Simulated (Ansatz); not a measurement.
`NB(O)Cl` + HCl → `NB(Cl)Cl` + H₂O at 400 K and 1 bar (ligand exchange at a B–O bond).

Calculated with Ansatz (gas phase, PBE0-D4/def2-TZVP geometries, no zero-point term in ΔE). CCSD(T)/CBS is the MP2 limit (def2-TZVPP, def2-QZVPP) plus CCSD(T) − MP2 in def2-TZVPP, frozen cores. This one scheme is used for every species. Each species was taken in one conformer, which may not be the lowest.

```csv
species,CCSD(T)/CBS energy (Eh),H − E (kJ/mol),S (J/(mol·K))
`NB(O)Cl`,-616.40523,148.4,317.9
HCl,-460.38127,29.6,195.4
`NB(Cl)Cl`,-1000.39362,112.0,316.6
H₂O,-76.37941,69.8,198.6
```

H − E and S are ideal-gas, rigid-rotor, harmonic terms from PBE0-D4/def2-TZVP, for one conformer and one mirror image of each species. 1 Eh = 2625.50 kJ/mol, R = 8.31446 J/(mol·K).

By hand: ΔE, ΔH, ΔS and ΔG.

ΔE = (-1000.39362) + (-76.37941) − (-616.40523) − (-460.38127) = 0.01347 Eh = 35.4 kJ/mol. Δ(H − E) = 112.0 + 69.8 − 148.4 − 29.6 = 3.8, so ΔH = 39.2 kJ/mol. ΔS = 316.6 + 198.6 − 317.9 − 195.4 = 1.9 J/(mol·K). ΔG = 39.2 − 400 × (1.9)/1000 = 38.4 kJ/mol.

By hand: the equilibrium constant, and the temperature at which ΔG would vanish if ΔH and ΔS stayed fixed.

log₁₀ K = −ΔG/(RT ln 10) = -5.0. ΔG = 0 at ΔH/ΔS = 20632 K, far beyond where these terms or the molecules hold.

The number of gas molecules stays the same, so ΔS is small and ΔH decides. A doubt of 5 kJ/mol in ΔE shifts log₁₀ K by 0.7 here. Other conformers and mirror images would add mixing entropy, several J/(mol·K) or more a flexible species. These are equilibria of isolated gas molecules and say nothing of rates. Largest T1 diagnostic: 0.011 (customary marks: 0.02 for closed shells, 0.045 for open ones).
